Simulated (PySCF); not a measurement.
Te(Et)(SH) (C2H6STe), SMILES C([Te]S)C. Atoms are numbered in the order given.

```xyz
10

Te     0.0704    -0.0757     0.7229
C      0.8037    -1.3958    -0.8732
C      1.4930    -0.6589    -2.0079
H     -0.0669    -1.9720    -1.2161
H      1.4805    -2.0855    -0.3426
H      2.3882    -0.1224    -1.6580
H      0.8134     0.0763    -2.4659
H      1.8025    -1.3686    -2.7949
S     -1.3378     1.3238    -0.6994
H     -2.4544     0.5573    -0.6385
```
Charge 0, spin multiplicity 1.

Coordinates come from a B3LYP-D3(BJ)/def2-SVP optimisation. The structure was generated by enumeration, and PubChem lists no compound with its InChIKey, so it may never have been made. The def2 effective core potentials stand for the cores of Te; spin–orbit coupling is left out. One conformer was computed; it need not be the lowest.

These are B3LYP-D3(BJ)/def2-SVP in PySCF 2.14.0 values and carry that method's errors.

Frequencies are harmonic and unscaled.

Computed vibrational spectrum:
```json
[
 {"mode": "1", "ν (cm⁻¹)": "68", "IR (km/mol)": "0.0", "Raman (Å⁴/amu)": "0.9", "depolarisation": "0.74", "moving atoms (share of kinetic energy)": "H 42 %, C 39 %, S 15 %"},
 {"mode": "2", "ν (cm⁻¹)": "132", "IR (km/mol)": "0.4", "Raman (Å⁴/amu)": "5.4", "depolarisation": "0.71", "moving atoms (share of kinetic energy)": "S 35 %, C 31 %, H 25 %, Te 9 %"},
 {"mode": "3", "ν (cm⁻¹)": "248", "IR (km/mol)": "3.7", "Raman (Å⁴/amu)": "2.2", "depolarisation": "0.59", "moving atoms (share of kinetic energy)": "H 71 %, C 24 %"},
 {"mode": "4", "ν (cm⁻¹)": "273", "IR (km/mol)": "0.2", "Raman (Å⁴/amu)": "1.6", "depolarisation": "0.42", "moving atoms (share of kinetic energy)": "H 52 %, C 38 %, Te 9 %"},
 {"mode": "5", "ν (cm⁻¹)": "297", "IR (km/mol)": "12.3", "Raman (Å⁴/amu)": "9.6", "depolarisation": "0.68", "moving atoms (share of kinetic energy)": "H 86 %, C 9 %"},
 {"mode": "6", "ν (cm⁻¹)": "341", "IR (km/mol)": "5.2", "Raman (Å⁴/amu)": "16.3", "depolarisation": "0.27", "moving atoms (share of kinetic energy)": "S 79 %, Te 20 %"},
 {"mode": "7", "ν (cm⁻¹)": "479", "IR (km/mol)": "1.8", "Raman (Å⁴/amu)": "32.5", "depolarisation": "0.25", "moving atoms (share of kinetic energy)": "C 71 %, H 21 %"},
 {"mode": "8", "ν (cm⁻¹)": "716", "IR (km/mol)": "7.1", "Raman (Å⁴/amu)": "0.7", "depolarisation": "0.74", "moving atoms (share of kinetic energy)": "H 84 %, C 16 %"},
 {"mode": "9", "ν (cm⁻¹)": "761", "IR (km/mol)": "2.8", "Raman (Å⁴/amu)": "19.5", "depolarisation": "0.54", "moving atoms (share of kinetic energy)": "H 97 %"},
 {"mode": "10", "ν (cm⁻¹)": "959", "IR (km/mol)": "5.8", "Raman (Å⁴/amu)": "4.1", "depolarisation": "0.75", "moving atoms (share of kinetic energy)": "H 82 %, C 17 %"},
 {"mode": "11", "ν (cm⁻¹)": "976", "IR (km/mol)": "1.8", "Raman (Å⁴/amu)": "5.0", "depolarisation": "0.73", "moving atoms (share of kinetic energy)": "H 79 %, C 20 %"},
 {"mode": "12", "ν (cm⁻¹)": "1059", "IR (km/mol)": "0.8", "Raman (Å⁴/amu)": "7.1", "depolarisation": "0.75", "moving atoms (share of kinetic energy)": "C 68 %, H 32 %"},
 {"mode": "13", "ν (cm⁻¹)": "1211", "IR (km/mol)": "52.7", "Raman (Å⁴/amu)": "15.4", "depolarisation": "0.35", "moving atoms (share of kinetic energy)": "H 73 %, C 27 %"},
 {"mode": "14", "ν (cm⁻¹)": "1244", "IR (km/mol)": "2.2", "Raman (Å⁴/amu)": "3.7", "depolarisation": "0.68", "moving atoms (share of kinetic energy)": "H 77 %, C 23 %"},
 {"mode": "15", "ν (cm⁻¹)": "1392", "IR (km/mol)": "3.6", "Raman (Å⁴/amu)": "6.3", "depolarisation": "0.66", "moving atoms (share of kinetic energy)": "H 81 %, C 19 %"},
 {"mode": "16", "ν (cm⁻¹)": "1441", "IR (km/mol)": "1.4", "Raman (Å⁴/amu)": "12.8", "depolarisation": "0.75", "moving atoms (share of kinetic energy)": "H 89 %, C 11 %"},
 {"mode": "17", "ν (cm⁻¹)": "1461", "IR (km/mol)": "7.2", "Raman (Å⁴/amu)": "17.7", "depolarisation": "0.74", "moving atoms (share of kinetic energy)": "H 97 %"},
 {"mode": "18", "ν (cm⁻¹)": "1478", "IR (km/mol)": "2.7", "Raman (Å⁴/amu)": "13.1", "depolarisation": "0.72", "moving atoms (share of kinetic energy)": "H 96 %"},
 {"mode": "19", "ν (cm⁻¹)": "2645", "IR (km/mol)": "2.0", "Raman (Å⁴/amu)": "164.3", "depolarisation": "0.28", "moving atoms (share of kinetic energy)": "H 97 %"},
 {"mode": "20", "ν (cm⁻¹)": "3021", "IR (km/mol)": "31.0", "Raman (Å⁴/amu)": "214.4", "depolarisation": "0.13", "moving atoms (share of kinetic energy)": "H 97 %"},
 {"mode": "21", "ν (cm⁻¹)": "3057", "IR (km/mol)": "9.7", "Raman (Å⁴/amu)": "142.2", "depolarisation": "0.14", "moving atoms (share of kinetic energy)": "H 94 %"},
 {"mode": "22", "ν (cm⁻¹)": "3100", "IR (km/mol)": "11.5", "Raman (Å⁴/amu)": "117.6", "depolarisation": "0.66", "moving atoms (share of kinetic energy)": "H 91 %, C 9 %"},
 {"mode": "23", "ν (cm⁻¹)": "3118", "IR (km/mol)": "1.8", "Raman (Å⁴/amu)": "91.6", "depolarisation": "0.69", "moving atoms (share of kinetic energy)": "H 91 %, C 9 %"},
 {"mode": "24", "ν (cm⁻¹)": "3136", "IR (km/mol)": "12.3", "Raman (Å⁴/amu)": "23.0", "depolarisation": "0.70", "moving atoms (share of kinetic energy)": "H 90 %, C 10 %"}
]
```
